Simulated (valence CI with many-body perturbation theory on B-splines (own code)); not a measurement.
# Pb L: electric-dipole lines

Level of theory: relativistic CI+MBPT: five valence electrons over a frozen Dirac-Fock core [Ar] 3d10, radial functions for each j: 9 s, 9 p, 8 d, 6 f, 3 g, 1 h, with the one-electron correlation potential Σ1 (screened to all orders), the two-electron term Σ2, the three-electron term Σ3, Breit, model QED; selected single and double excitations, second order for the rest (own B-spline code, finite nucleus).

The last digits are not significant, and no measured levels were compared; by estimate large intervals hold to a few tenths of a per cent, small ones and those within an open d or f shell to about a per cent. Among the levels kept, up to 330 cm⁻¹ of a level comes from second order outside the variational space, and about a tenth of that is noise between levels of different J, which matters for small intervals.

Lines 1 to 50 of 210 in falling wavelength, among levels below 4380.0 × 10³ cm⁻¹, chosen from the strongest by gf and those to the six lowest levels. Wavelengths and rates use the calculated energies. Electric multipoles are in the length gauge, E1 and E2 with the static RPA response of the core. Weak lines are less certain than strong ones. Lines between different terms over intervals too small for the method are left out, as are lines whose strength nearly cancels. Where a level lies close to another of its J and parity, the split of strength between their lines is uncertain. The highest levels of a list are the least certain.

Levels are named by their leading jj configuration (3d3/2^4 stands for four electrons in 3d with j = 3/2), which in mixed levels can hold well under half, so a name can repeat and another be missing. Letters in brackets count levels of one name in rising energy.

```tsv
λ vac (nm)	Upper	Lower	A (s⁻¹)	S (a.u.) with core polarisation	S without
121.5	(4s^2 4p1/2^2 4d3/2) J=3/2	(4s^2 4p1/2 4p3/2^2) J=1/2	9.64e+02	3.41e-06	3.50e-06
68.10	(4s^2 4p1/2^2 4d3/2) J=3/2	(4s^2 4p1/2 4p3/2^2) J=5/2	8.53e+05	5.32e-04	5.63e-04
50.62	(4s^2 4p1/2^2 4d3/2) J=3/2	(4s^2 4p1/2 4p3/2^2) J=3/2	4.29e+04	1.10e-05	1.18e-05
20.46	(4s^2 4p1/2^2 4d5/2) J=5/2	(4s^2 4p1/2 4p3/2^2) J=5/2	3.60e+07	9.13e-04	9.69e-04
18.54	(4s^2 4p1/2^2 4d5/2) J=5/2	(4s^2 4p1/2 4p3/2^2) J=3/2	3.60e+07	6.79e-04	7.20e-04
15.33	(4s^2 4p1/2^2 4f5/2) J=5/2	(4s^2 4p1/2 4p3/2 4d3/2) J=7/2	5.61e+08	5.98e-03	6.33e-03
13.47	(4s 4p1/2^2 4p3/2 4d3/2) J=3/2 [a]	(4s^2 4p1/2 4p3/2 4d3/2) J=1/2 [b]	1.45e+09	6.98e-03	7.41e-03
13.42	(4s 4p1/2^2 4p3/2 4d3/2) J=5/2 [a]	(4s^2 4p1/2 4p3/2 4d3/2) J=3/2 [b]	3.77e+09	2.70e-02	2.86e-02
12.30	(4s 4p1/2^2 4p3/2 4d3/2) J=7/2	(4s^2 4p1/2 4p3/2 4d3/2) J=5/2 [b]	9.27e+09	6.82e-02	7.22e-02
11.59	(4s^2 4p3/2^3) J=3/2	(4s^2 4p1/2^2 4d5/2) J=5/2	1.39e+06	4.28e-06	4.50e-06
11.55	(4s 4p1/2^2 4p3/2 4d3/2) J=3/2 [b]	(4s^2 4p1/2 4p3/2 4d3/2) J=1/2 [b]	3.38e+09	1.03e-02	1.09e-02
11.43	(4s 4p1/2^2 4p3/2 4d3/2) J=3/2 [b]	(4s^2 4p1/2 4p3/2 4d3/2) J=3/2 [b]	8.55e+09	2.52e-02	2.67e-02
11.32	(4s 4p1/2^2 4p3/2 4d5/2) J=9/2	(4s^2 4p1/2 4p3/2 4d5/2) J=9/2	1.09e+10	7.80e-02	8.26e-02
11.24	(4s 4p1/2^2 4p3/2 4d3/2) J=3/2 [b]	(4s^2 4p1/2 4p3/2 4d3/2) J=5/2 [b]	1.87e+09	5.24e-03	5.55e-03
11.15	(4s 4p1/2^2 4p3/2 4d5/2) J=7/2 [a]	(4s^2 4p1/2 4p3/2 4d5/2) J=7/2 [b]	6.63e+09	3.63e-02	3.84e-02
11.14	(4s 4p1/2^2 4p3/2 4d3/2) J=5/2 [a]	(4s^2 4p1/2 4p3/2 4d3/2) J=7/2	2.91e+09	1.19e-02	1.26e-02
11.09	(4s 4p1/2^2 4p3/2 4d5/2) J=7/2 [a]	(4s^2 4p1/2 4p3/2 4d5/2) J=5/2 [b]	9.80e+09	5.28e-02	5.59e-02
11.09	(4s 4p1/2 4p3/2^3) J=3/2 [a]	(4s^2 4p3/2^3) J=3/2	1.83e+09	4.92e-03	5.22e-03
10.89	(4s 4p1/2^2 4p3/2^2) J=5/2	(4s^2 4p1/2 4p3/2^2) J=5/2	1.24e+10	4.76e-02	5.04e-02
10.72	(4s 4p1/2^2 4p3/2 4d3/2) J=1/2 [b]	(4s^2 4p1/2 4p3/2 4d3/2) J=1/2 [b]	1.35e+10	1.64e-02	1.74e-02
10.63	(4s 4p1/2^2 4p3/2 4d5/2) J=9/2	(4s^2 4p1/2 4p3/2 4d5/2) J=7/2 [a]	2.16e+10	1.28e-01	1.36e-01
10.62	(4s 4p1/2^2 4p3/2 4d3/2) J=1/2 [b]	(4s^2 4p1/2 4p3/2 4d3/2) J=3/2 [b]	6.37e+09	7.54e-03	7.99e-03
10.60	(4s 4p1/2^2 4p3/2 4d3/2) J=5/2 [a]	(4s^2 4p1/2 4p3/2 4d3/2) J=3/2 [a]	5.31e+09	1.87e-02	1.98e-02
10.55	(4s 4p1/2^2 4p3/2 4d3/2) J=3/2 [a]	(4s^2 4p1/2 4p3/2 4d3/2) J=1/2 [a]	3.29e+09	7.61e-03	8.06e-03
10.53	(4s 4p1/2^2 4p3/2 4d3/2) J=5/2 [a]	(4s^2 4p1/2 4p3/2 4d3/2) J=5/2 [a]	1.54e+10	5.32e-02	5.63e-02
10.53	(4s 4p1/2^2 4p3/2 4d3/2) J=3/2 [a]	(4s^2 4p1/2 4p3/2 4d3/2) J=3/2 [a]	1.26e+10	2.91e-02	3.09e-02
10.53	(4s 4p1/2^2 4p3/2 4d3/2) J=1/2 [a]	(4s^2 4p1/2 4p3/2 4d3/2) J=1/2 [a]	1.88e+10	2.17e-02	2.30e-02
10.53	(4s 4p1/2^2 4p3/2 4d3/2) J=5/2 [b]	(4s^2 4p1/2 4p3/2 4d3/2) J=3/2 [b]	2.15e+09	7.42e-03	7.85e-03
10.53	(4s 4p1/2^2 4p3/2 4d3/2) J=7/2	(4s^2 4p1/2 4p3/2 4d3/2) J=7/2	1.46e+10	6.73e-02	7.12e-02
10.52	(4s 4p1/2^2 4p3/2 4d3/2) J=1/2 [a]	(4s^2 4p1/2 4p3/2 4d3/2) J=3/2 [a]	7.95e+09	9.13e-03	9.66e-03
10.48	(4s 4p1/2^2 4p3/2 4d5/2) J=5/2 [a]	(4s^2 4p1/2 4p3/2 4d5/2) J=5/2 [a]	1.64e+10	5.59e-02	5.91e-02
10.47	(4s 4p1/2^2 4p3/2 4d3/2) J=3/2 [a]	(4s^2 4p1/2 4p3/2 4d3/2) J=5/2 [a]	1.21e+10	2.74e-02	2.91e-02
10.39	(4s 4p1/2^2 4p3/2 4d5/2) J=7/2 [b]	(4s^2 4p1/2 4p3/2 4d5/2) J=7/2 [b]	6.40e+09	2.84e-02	3.01e-02
10.39	(4s 4p1/2^2 4p3/2 4d5/2) J=1/2	(4s^2 4p1/2 4p3/2 4d5/2) J=1/2	3.73e+09	4.13e-03	4.38e-03
10.36	(4s 4p1/2^2 4p3/2 4d3/2) J=5/2 [b]	(4s^2 4p1/2 4p3/2 4d3/2) J=5/2 [b]	9.65e+09	3.18e-02	3.37e-02
10.35	(4s 4p1/2^2 4p3/2 4d5/2) J=7/2 [b]	(4s^2 4p1/2 4p3/2 4d5/2) J=5/2 [b]	9.72e+09	4.25e-02	4.49e-02
10.32	(4s 4p1/2^2 4p3/2^2) J=5/2	(4s^2 4p1/2 4p3/2^2) J=3/2	1.84e+10	6.01e-02	6.36e-02
10.25	(4s 4p1/2^2 4p3/2 4d5/2) J=5/2 [a]	(4s^2 4p1/2 4p3/2 4d5/2) J=3/2 [a]	2.11e+10	6.75e-02	7.14e-02
10.25	(4s 4p1/2^2 4p3/2 4d5/2) J=1/2	(4s^2 4p1/2 4p3/2 4d5/2) J=3/2 [b]	3.29e+10	3.50e-02	3.70e-02
10.21	(4s 4p1/2 4p3/2^3) J=5/2	(4s^2 4p3/2^3) J=3/2	2.11e+10	6.66e-02	7.05e-02
10.13	(4s 4p1/2^2 4p3/2 4d5/2) J=3/2 [b]	(4s^2 4p1/2 4p3/2 4d5/2) J=1/2	1.86e+10	3.82e-02	4.05e-02
10.09	(4s 4p1/2^2 4p3/2^2) J=1/2	(4s^2 4p1/2 4p3/2^2) J=1/2	4.06e+10	4.11e-02	4.35e-02
9.994	(4s 4p1/2^2 4p3/2 4d5/2) J=3/2 [b]	(4s^2 4p1/2 4p3/2 4d5/2) J=3/2 [b]	2.43e+10	4.80e-02	5.08e-02
9.982	(4s 4p1/2^2 4p3/2 4d3/2) J=7/2	(4s^2 4p1/2 4p3/2 4d3/2) J=5/2 [a]	3.45e+09	1.35e-02	1.43e-02
9.926	(4s 4p1/2^2 4p3/2^2) J=3/2	(4s^2 4p1/2 4p3/2^2) J=1/2	6.50e+06	1.25e-05	1.30e-05
9.926	(4s 4p1/2^2 4p3/2 4d5/2) J=3/2 [a]	(4s^2 4p1/2 4p3/2 4d5/2) J=5/2 [a]	3.03e+10	5.85e-02	6.19e-02
9.765	(4s 4p1/2^2 4p3/2 4d5/2) J=7/2 [a]	(4s^2 4p1/2 4p3/2 4d5/2) J=9/2	1.34e+10	4.93e-02	5.22e-02
9.724	(4s 4p1/2^2 4p3/2 4d5/2) J=3/2 [a]	(4s^2 4p1/2 4p3/2 4d5/2) J=3/2 [a]	9.12e+09	1.66e-02	1.75e-02
9.578	(4s 4p1/2^2 4p3/2 4d5/2) J=5/2 [b]	(4s^2 4p1/2 4p3/2 4d5/2) J=7/2 [b]	3.24e+10	8.42e-02	8.90e-02
9.536	(4s 4p1/2^2 4p3/2 4d5/2) J=5/2 [b]	(4s^2 4p1/2 4p3/2 4d5/2) J=5/2 [b]	9.68e+09	2.49e-02	2.63e-02
```
